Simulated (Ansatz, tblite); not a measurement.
Removing and adding an electron: BCl2(OMe) (CH₃BCl₂O). Charge 0, multiplicity 1. Geometry: B3LYP-D4/def2-SVP. Ansatz, gas phase; energy differences of separate SCF runs; the oxidised species was run as a doublet alone; the reduced species was run as a doublet alone.

```xyz
8

B    -1.216    0.072    0.481
Cl   -0.641    0.712    2.037
Cl   -2.946   -0.178    0.244
O    -0.391   -0.229   -0.521
C     1.022   -0.112   -0.544
H     1.307    0.477   -1.428
H     1.459   -1.118   -0.633
H     1.406    0.376    0.364
```

The xTB rows come from tblite. HOMO above LUMO, or a gap near zero within one spin, warns that the state may not be the lowest or that an electron is smeared out.

```
               level  −HOMO (eV)  vertical IE (eV)  −LUMO (eV)  vertical EA (eV)  HOMO–LUMO gap (eV)  IE − EA (eV)                                     remarks
    PBE-D4/def2-TZVP        7.46             10.59        1.24                 –                6.22             –  gap within one spin near zero (+1 doublet)
 r2SCAN-D4/def2-TZVP        7.83             10.84        0.91                 –                6.92             –  gap within one spin near zero (+1 doublet)
r2SCAN-D4/def2-TZVPD        7.86                 –        1.00             -0.79                6.86             –                HOMO above zero (-1 doublet)
   PBE0-D4/def2-TZVP        8.91             11.15        0.26                 –                8.66             –                                           –
```

Question: Estimate the rows for GFN1-xTB, GFN2-xTB, PBE-D4/def2-TZVPD, PBE0-D4/def2-TZVPD.

Answer: 
```csv
level,−HOMO (eV),vertical IE (eV),−LUMO (eV),vertical EA (eV),HOMO–LUMO gap (eV),IE − EA (eV),remarks
GFN1-xTB,12.62,15.35,6.29,2.85,6.33,12.50,–
GFN2-xTB,11.83,14.81,6.46,2.73,5.37,12.08,–
PBE-D4/def2-TZVPD,7.52,–,1.36,-0.61,6.16,–,HOMO above zero (-1 doublet)
PBE0-D4/def2-TZVPD,8.95,–,0.37,-0.73,8.58,–,HOMO above zero (-1 doublet)
```

   A HOMO above zero means that the electron is unbound at that level or that self-interaction error raises the level; the energy of removing that electron tells which. Raw xTB energy differences between charge states are shifted by several eV; the methods need an empirical correction for them. A negative affinity means that the extra electron isn't bound; its size then hangs on the basis.
